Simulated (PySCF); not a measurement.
Isomers of C7H11ClO2.

All values: PBE0/pcSseg-1 (PySCF) at GFN2-xTB geometries, gas phase, one conformer each.

Question: Rank by HOMO–LUMO gap, highest first.
A. `[CH3:1][CH2:2][C@@H:3]1[O:4][CH2:5][C@@H:6]([Cl:7])[CH2:8][C:9]1=[O:10]` with C1–C2–C3–O4 61°, C2–C3–O4–C5 -175°, C3–O4–C5–C6 65°, O4–C5–C6–Cl7 176°, C5–C6–C8–C9 47°
B. `[CH3:1][CH2:2]/[C:3]([CH3:4])=[C:5](\[O:6][CH3:7])[C:8](=[O:9])[Cl:10]` with C1–C2–C3–C4 -65°, C3–C5–O6–C7 -106°, C3–C5–C8–O9 13°
C. `[CH2:1]=[CH:2][C@@H:3]([CH3:4])[C@@H:5]([O:6][CH3:7])[C:8](=[O:9])[Cl:10]` with C1–C2–C3–C4 117°, C2–C3–C5–O6 -64°, C3–C5–O6–C7 -168°, C3–C5–C8–O9 -110°
D. `[CH2:1]=[CH:2][C@@:3]([CH3:4])([CH2:5][O:6][CH3:7])[C:8](=[O:9])[Cl:10]` with C1–C2–C3–C4 4°, C2–C3–C5–O6 -62°, C3–C5–O6–C7 180°, C2–C3–C8–O9 -118°

Answer: C (6.63 eV), D (6.48 eV), A (6.17 eV), B (5.59 eV).

Question: Rank by the highest IAO charge on any atom, highest value first.
A. `[CH2:1]=[CH:2][C@@H:3]([C:4](=[O:5])[Cl:6])[C@@H:7]([CH3:8])[O:9][CH3:10]` with C1–C2–C3–C4 114°, C2–C3–C4–O5 81°, C2–C3–C7–C8 60°, C3–C7–O9–C10 155°
B. `[CH3:1][CH2:2]/[C:3]([CH3:4])=[C:5](\[O:6][CH3:7])[C:8](=[O:9])[Cl:10]` with C1–C2–C3–C4 -65°, C3–C5–O6–C7 -106°, C3–C5–C8–O9 13°
C. `[CH3:1][CH2:2]/[C:3]([C:4](=[O:5])[Cl:6])=[C:7](\[CH3:8])[O:9][CH3:10]` with C1–C2–C3–C4 92°, C2–C3–C4–O5 174°, C3–C7–O9–C10 -178°

Answer: A (+0.378 e), C (+0.347 e), B (+0.324 e).

Question: Rank by HOMO energy, highest first.
A. `[CH3:1][O:2][C@@H:3]1[CH2:4][CH2:5][CH2:6][C@H:7]1[C:8](=[O:9])[Cl:10]` with C1–O2–C3–C4 -166°, C6–C7–C8–O9 -116°, O2–C3–C4–C5 -149°, C3–C4–C5–C6 4°, C4–C5–C6–C7 22°, C5–C6–C7–C8 -164°
B. `[CH3:1][O:2][C@:3]1([C:4](=[O:5])[Cl:6])[CH2:7][C:8]1([CH3:9])[CH3:10]` with C1–O2–C3–C4 77°, O2–C3–C4–O5 -165°
C. `[CH3:1][CH2:2][C@@H:3]1[O:4][CH2:5][C@@H:6]([Cl:7])[CH2:8][C:9]1=[O:10]` with C1–C2–C3–O4 61°, C2–C3–O4–C5 -175°, C3–O4–C5–C6 65°, O4–C5–C6–Cl7 176°, C5–C6–C8–C9 47°
D. `[CH3:1][CH2:2]/[C:3]([C:4](=[O:5])[Cl:6])=[C:7](\[CH3:8])[O:9][CH3:10]` with C1–C2–C3–C4 92°, C2–C3–C4–O5 174°, C3–C7–O9–C10 -178°
E. `[CH3:1][O:2][C@@:3]1([CH3:4])[CH2:5][C@:6]1([CH3:7])[C:8](=[O:9])[Cl:10]` with C1–O2–C3–C4 54°, C5–C6–C8–O9 176°

Answer: D (-6.83 eV), C (-7.31 eV), E (-7.51 eV), A (-7.65 eV), B (-7.78 eV).

All values together:

| SMILES | μ (D) | HOMO (eV) | LUMO (eV) | lowest IAO charge (e) | highest IAO charge (e) | lowest Hirshfeld charge (e) | highest Hirshfeld charge (e) |
| --- | --- | --- | --- | --- | --- | --- | --- |
| CC/C(C(=O)Cl)=C(\C)OC | 6.53 | -6.83 | -1.30 | -0.448 (C) | +0.347 (C) | -0.226 (O) | +0.149 (C) |
| CO[C@]1(C(=O)Cl)CC1(C)C | 3.21 | -7.78 | -1.08 | -0.427 (C) | +0.337 (C) | -0.195 (O) | +0.170 (C) |
| CC/C(C)=C(\OC)C(=O)Cl | 4.02 | -7.46 | -1.87 | -0.429 (C) | +0.324 (C) | -0.195 (O) | +0.157 (C) |
| C=C[C@@H](C)[C@@H](OC)C(=O)Cl | 2.64 | -7.69 | -1.07 | -0.417 (C) | +0.350 (C) | -0.185 (O) | +0.177 (C) |
| C=C[C@@](C)(COC)C(=O)Cl | 2.67 | -7.64 | -1.17 | -0.419 (C) | +0.363 (C) | -0.193 (O) | +0.191 (C) |
| CO[C@@H]1CCC[C@H]1C(=O)Cl | 2.54 | -7.65 | -1.07 | -0.385 (O) | +0.366 (C) | -0.202 (O) | +0.188 (C) |
| CO[C@@]1(C)C[C@]1(C)C(=O)Cl | 3.04 | -7.51 | -1.00 | -0.446 (C) | +0.361 (C) | -0.204 (O) | +0.181 (C) |
| CC[C@@]1(C(=O)Cl)C[C@@H]1OC | 3.69 | -7.60 | -0.93 | -0.419 (C) | +0.358 (C) | -0.197 (O) | +0.177 (C) |
| C=C[C@@H](C(=O)Cl)[C@@H](C)OC | 3.49 | -7.63 | -1.16 | -0.437 (C) | +0.378 (C) | -0.198 (O) | +0.185 (C) |
| CC[C@@H]1OC[C@@H](Cl)CC1=O | 1.39 | -7.31 | -1.13 | -0.424 (C) | +0.372 (C) | -0.209 (O) | +0.172 (C) |

Conformers: `[CH3:1][CH2:2]/[C:3]([C:4](=[O:5])[Cl:6])=[C:7](\[CH3:8])[O:9][CH3:10]` with C1–C2–C3–C4 92°, C2–C3–C4–O5 174°, C3–C7–O9–C10 -178°; `[CH3:1][O:2][C@:3]1([C:4](=[O:5])[Cl:6])[CH2:7][C:8]1([CH3:9])[CH3:10]` with C1–O2–C3–C4 77°, O2–C3–C4–O5 -165°; `[CH3:1][CH2:2]/[C:3]([CH3:4])=[C:5](\[O:6][CH3:7])[C:8](=[O:9])[Cl:10]` with C1–C2–C3–C4 -65°, C3–C5–O6–C7 -106°, C3–C5–C8–O9 13°; `[CH2:1]=[CH:2][C@@H:3]([CH3:4])[C@@H:5]([O:6][CH3:7])[C:8](=[O:9])[Cl:10]` with C1–C2–C3–C4 117°, C2–C3–C5–O6 -64°, C3–C5–O6–C7 -168°, C3–C5–C8–O9 -110°; `[CH2:1]=[CH:2][C@@:3]([CH3:4])([CH2:5][O:6][CH3:7])[C:8](=[O:9])[Cl:10]` with C1–C2–C3–C4 4°, C2–C3–C5–O6 -62°, C3–C5–O6–C7 180°, C2–C3–C8–O9 -118°; `[CH3:1][O:2][C@@H:3]1[CH2:4][CH2:5][CH2:6][C@H:7]1[C:8](=[O:9])[Cl:10]` with C1–O2–C3–C4 -166°, C6–C7–C8–O9 -116°, O2–C3–C4–C5 -149°, C3–C4–C5–C6 4°, C4–C5–C6–C7 22°, C5–C6–C7–C8 -164°; `[CH3:1][O:2][C@@:3]1([CH3:4])[CH2:5][C@:6]1([CH3:7])[C:8](=[O:9])[Cl:10]` with C1–O2–C3–C4 54°, C5–C6–C8–O9 176°; `[CH3:1][CH2:2][C@@:3]1([C:4](=[O:5])[Cl:6])[CH2:7][C@@H:8]1[O:9][CH3:10]` with C1–C2–C3–C4 -70°, C2–C3–C4–O5 161°, C7–C8–O9–C10 -152°; `[CH2:1]=[CH:2][C@@H:3]([C:4](=[O:5])[Cl:6])[C@@H:7]([CH3:8])[O:9][CH3:10]` with C1–C2–C3–C4 114°, C2–C3–C4–O5 81°, C2–C3–C7–C8 60°, C3–C7–O9–C10 155°; `[CH3:1][CH2:2][C@@H:3]1[O:4][CH2:5][C@@H:6]([Cl:7])[CH2:8][C:9]1=[O:10]` with C1–C2–C3–O4 61°, C2–C3–O4–C5 -175°, C3–O4–C5–C6 65°, O4–C5–C6–Cl7 176°, C5–C6–C8–C9 47°.
